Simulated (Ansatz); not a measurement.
Geometry optimisation, RKS B3LYP/6-31G* in Ansatz.

Input file:

```yaml
crystal:
  periodic: [false, false, false]
  atoms:
    - { symbol: B, position_ang: [0.0, 0.0, 0.0] }
    - { symbol: "N", position_ang: [0.0, 0.0, 1.55] }
    - { symbol: H, position_ang: [-0.877, -0.2713, 2.08] }
    - { symbol: H, position_ang: [0.877, 0.2713, 2.08] }
    - { symbol: "N", position_ang: [1.3423, 0.0, -0.775] }
    - { symbol: H, position_ang: [1.8089, -0.9179, -1.0268] }
    - { symbol: H, position_ang: [1.7937, 0.9179, -1.0532] }
    - { symbol: C, position_ang: [-1.3856, 0.0, -0.8] }
    - { symbol: H, position_ang: [-1.9458, -0.9305, -0.5708] }
    - { symbol: H, position_ang: [-1.9898, 0.8797, -0.4946] }
    - { symbol: H, position_ang: [-1.1839, 0.0508, -1.8903] }
basis:
  gaussian: { orbitals: "6-31G*" }
hamiltonian:
  xc: b3lyp
relax:
  f_tol: 0.02
  max_steps: 40
output:
  orbitals: {}
```

Launched with:

```bash
$ ansatz run input.yaml --threads 1 --pin off --max-ram 2048MiB --backend cpu --events-out ev --progress --plain --runs-dir out
```

Q: Where does it end, and by what steps?

A: The run converged. After 10 steps the energy has fallen by 1.612 eV; H6 moved furthest, 1.21 Å.

```csv
step,energy less start (eV),largest force component (eV/Å),accepted
0,0.0000,2.570,yes
1,-0.6965,1.275,yes
2,-0.8820,1.584,yes
3,-1.0206,1.221,yes
4,-1.1439,1.151,yes
5,-1.2827,0.902,yes
6,-1.4170,0.701,yes
7,-1.5509,0.417,yes
8,-1.6049,0.128,yes
9,-1.6116,0.036,yes
10,-1.6119,0.006,yes
```

```xyz
11
Properties=species:S:1:pos:R:3
B 0.042 -0.011 0.017
N 0.029 -0.142 1.435
H -0.827 -0.168 1.967
H 0.857 -0.224 2.007
N 1.273 0.017 -0.693
H 2.184 -0.052 -0.262
H 1.312 0.103 -1.697
C -1.337 0.100 -0.773
H -1.932 -0.817 -0.666
H -1.957 0.921 -0.387
H -1.204 0.273 -1.848
```

Whether the end is a true minimum wasn't checked by a vibrational analysis.

Run time: 36 s on 1 thread of Arm Neoverse V1 (shared host), peak memory 0.14 GiB.
